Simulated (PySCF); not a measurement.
This PySCF input asks for the NMR shieldings of C$_{5}$H$_{4}$F$_{3}$OP$_{3}$; the geometry comes from GFN2-xTB.

```python
import basis_set_exchange as bse
import numpy as np
from pyscf import gto, dft
from pyscf.prop import nmr

atoms = """
C     2.136364   -0.606221    0.498300
O     1.251787   -1.003302   -0.541824
C     0.295449   -0.086313   -0.813088
P     0.412615    1.511830   -1.766328
C    -0.486531    2.475248   -0.514340
P    -1.432469    1.684803    0.625901
C    -1.059363    0.044674   -0.168365
C    -1.576127   -1.162156    0.554640
F    -0.896991   -1.409540    1.690888
F    -1.506220   -2.275271   -0.187764
F    -2.860521   -1.014704    0.915276
P    -1.039806   -0.138481   -2.068866
H     2.883086   -1.392649    0.570279
H     1.602224   -0.510169    1.448311
H     2.614267    0.346916    0.247274
H    -0.345363    3.544280   -0.501705
"""
names = dict.fromkeys(["C", "O", "P", "F", "H"], "pcSseg-1")
basis = {el: gto.basis.parse(bse.get_basis(n, elements=[el], fmt="nwchem")) for el, n in names.items()}
mol = gto.M(atom=atoms, basis=basis, charge=0, verbose=0)
mf = dft.RKS(mol, xc="PBE0")
mf.grids.level = 2
mf.grids.alignment = dft.numint.BLKSIZE   # the property module wants whole blocks of grid points
mf.conv_tol = 1e-9
mf.kernel()

calc = nmr.RKS(mf)   # GIAO
C = mf.mo_coeff
Co = C[:, mf.mo_occ > 0]
resp = mf.gen_response(singlet=True, hermi=2)
def vind(x):   # induced exchange potential for any number of trial vectors
    d = np.einsum("pi,xij,qj->xpq", C, 2 * x.reshape(-1, C.shape[1], Co.shape[1]), Co, optimize=True)
    return np.einsum("xpq,pi,qj->xij", resp(d - d.transpose(0, 2, 1)), C, Co, optimize=True).ravel()
mo1, _ = nmr.rhf.solve_mo1(calc, with_cphf=vind)
sigma = calc.kernel(mo1)
for i, s in enumerate(sigma):   # ppm
    w = np.linalg.eigvalsh((s + s.T) / 2)
    print("%2d %-2s iso %8.1f  s11 %8.1f  s22 %8.1f  s33 %8.1f" % (i, mol.atom_pure_symbol(i), w.mean(), *w))
```

**Question.** What does it print?

**Answer.** 
```
 0 C  iso    121.2  s11     88.2  s22     94.8  s33    180.7
 1 O  iso    247.7  s11    105.5  s22    296.9  s33    340.8
 2 C  iso     56.2  s11      9.5  s22     59.8  s33     99.2
 3 P  iso    358.3  s11    172.4  s22    234.4  s33    668.0
 4 C  iso    -19.8  s11   -227.9  s22     20.4  s33    148.2
 5 P  iso    -59.0  s11   -525.4  s22    -52.9  s33    401.5
 6 C  iso    101.7  s11     49.9  s22     88.9  s33    166.2
 7 C  iso     55.9  s11     52.6  s22     56.2  s33     58.8
 8 F  iso    242.7  s11    156.5  s22    233.4  s33    338.3
 9 F  iso    248.2  s11    172.1  s22    244.1  s33    328.5
10 F  iso    238.2  s11    155.2  s22    220.8  s33    338.5
11 P  iso    281.3  s11   -540.6  s22    656.8  s33    727.8
12 H  iso     27.3  s11     23.6  s22     24.2  s33     34.2
13 H  iso     27.7  s11     23.3  s22     27.3  s33     32.5
14 H  iso     27.8  s11     24.0  s22     26.1  s33     33.3
15 H  iso     22.5  s11     17.1  s22     24.0  s33     26.3
```

These numbers come from an equivalent density-fitted implementation of the same equations, which agrees with the script to about 0.01 ppm for H and up to a few tenths of a ppm for heavy atoms, so last digits may differ.

Size and cost of the density-fitted run: 245 basis functions, roughly 2.9 core-minutes.
